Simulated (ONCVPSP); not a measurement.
# tellurium, ONCV: configuration errors across variants

| Item | Value |
| --- | --- |
| Element | Te |
| Generator | ONCVPSP 4.0.1 |
| Type | optimised norm-conserving Vanderbilt (ONCV) |
| Functional | LDA (Perdew-Wang 92) |
| Relativity | fully relativistic |
| Frozen core | [Kr] 4d10 |
| Valence charge | 6 |
| Reference configuration | 5s1.75 5p4.25 |
| Partial waves | 5s: rc 1.70 bohr, ncon 5, nbas 10, qcut 3.4 1/bohr, 2 projectors, debl 3.5 Ha; 5p: rc 1.70 bohr, ncon 4, nbas 8, qcut 3.9 1/bohr, 2 projectors, debl 1.8 Ha |
| Local potential | polynomial inside 1.60 bohr (lpopt 1, dvloc0 0 Ha) |
| Core correction | Teter function fitted to the true core (icmod 2), fcfact 0.25 |

Open shells are filled in proportion to 2j + 1.

All-electron excitation energies from the reference (eV): (1) 5s2 5p4 -2.309; (2) 5s2 5p3 7.622; (3) 5s2 5p2 25.816; (4) 5s1 5p4 17.518.

2 further variants failed, have other tests or another functional or relativity, and are left out.

Errors AE − PS in meV (a dash: test not solved or not reliable):

```csv
change,(1),(2),(3),(4),bound ghosts,GHOST(+) flags above zero
base,-0.3,+0.1,-7.9,-9.7,none,"s, p3/2, p1/2"
p: rc 1.98,-0.4,-0.1,-7.3,-10,none,"s, p1/2"
"local potential polynomial inside 1.45 bohr (lpopt 5, dvloc0 0 Ha)",-0.3,+0.2,-7.3,-9.5,none,"s, p3/2, p1/2"
"core correction Teter function, fcfact 3.75, rcfact 1.1",0.0,+2.6,+12,+0.1,none,"s, p3/2, p1/2"
"local potential polynomial inside 1.60 bohr (lpopt 1, dvloc0 3 Ha)",-0.3,+0.1,-8.1,-9.8,none,"s, p3/2, p1/2"
"s: ncon 3, nbas 8",-0.8,-0.4,-8.2,-8.8,none,"s, p3/2, p1/2"
```

Give the same row for: s: qcut 3.6.

-0.3, +0.1, -8.0, -9.5; bound ghosts: none; GHOST(+) flags above zero: s, p3/2, p1/2.
